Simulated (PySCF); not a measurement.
These compounds are isomers of formula C5H12OSi3.

A. SMILES C1(=C)C[Si@@H](C=C)O[SiH2][SiH2]1
B. `O=C1C[C@H](/C([SiH3])=C\[SiH3])[SiH2]1`
C. SMILES O=C1C[SiH](/C([SiH3])=C/[SiH3])C1

Spectrum 1. 1H NMR (500 MHz, computed): δ 7.98 (q, 1H), 4.80 (m, 1H), 4.38 (s, 3H), 4.27 (d, 3H), 2.72 (m, 2H), 2.36 (m, 2H). 13C{1H} NMR (computed): δ 205.4 (C), 167.9 (C), 166.2 (CH), 40.8 (CH2).

Spectrum 2. 1H NMR (500 MHz, computed): δ 6.65 (m, 1H), 6.15 (m, 1H), 5.98 (m, 1H), 5.89 (m, 1H), 5.79 (m, 1H), 5.78 (m, 1H), 5.72 (m, 1H), 5.35 (m, 1H), 4.45 (m, 1H), 4.09 (m, 1H), 2.19 (m, 1H), 1.73 (m, 1H). 13C{1H} NMR (computed): δ 144.3 (CH2), 144.0 (C), 140.7 (CH), 136.0 (CH2), 33.2 (CH2).

Spectrum 3. 1H NMR (500 MHz, computed): δ 6.37 (q, 1H), 5.54 (m, 1H), 5.09 (m, 1H), 4.25 (s, 3H), 4.19 (d, 3H), 3.59 (m, 1H), 3.38 (m, 1H), 3.27 (m, 1H). 13C{1H} NMR (computed): δ 245.4 (C), 173.1 (C), 136.0 (CH), 62.0 (CH2), 32.6 (CH).

[PySCF: GFN2-xTB geometry; shieldings: GIAO PBE0/pcSseg-1; no solvent model; rapidly exchanging positions averaged; non-relativistic Hamiltonian; one computed conformer]

δ = σ(ref) − σ, references computed at the same level: TMS for 1H (σref 31.72) and 13C (σref 186.93). Where no couplings were computed, multiplicities follow the n + 1 count of equivalent neighbours, and m marks all less simple cases (inequivalent or close neighbours, rings, F or P nearby). Shifts are as computed. Against solution values, carbons near 30 ppm lie about +3 ppm off and those near 130 ppm about +5 ppm. Of 1309 compounds with measured shifts, 239 miss one by over three times the rms of a fit or turn the order of signals round; such compounds aren't used in these exercises.

**Question.** Which spectrum belongs to which compound?

**Answer.** 1–C, 2–A, 3–B.

- Spectrum 1 (C): 4 13C signals; δC 205.4 is a ketone carbonyl carbon; δC 40.8 is an sp3 CH2 bonded to Si, α to a carbonyl.
- Spectrum 2 (A): 5 13C signals; δC 144.3 is a terminal =CH2 carbon; δC 144.0 is a fully substituted alkene carbon.
- Spectrum 3 (B): 5 13C signals; δC 136.0 is an alkene CH; δH 6.37 is the hydrogen on an alkene CH.
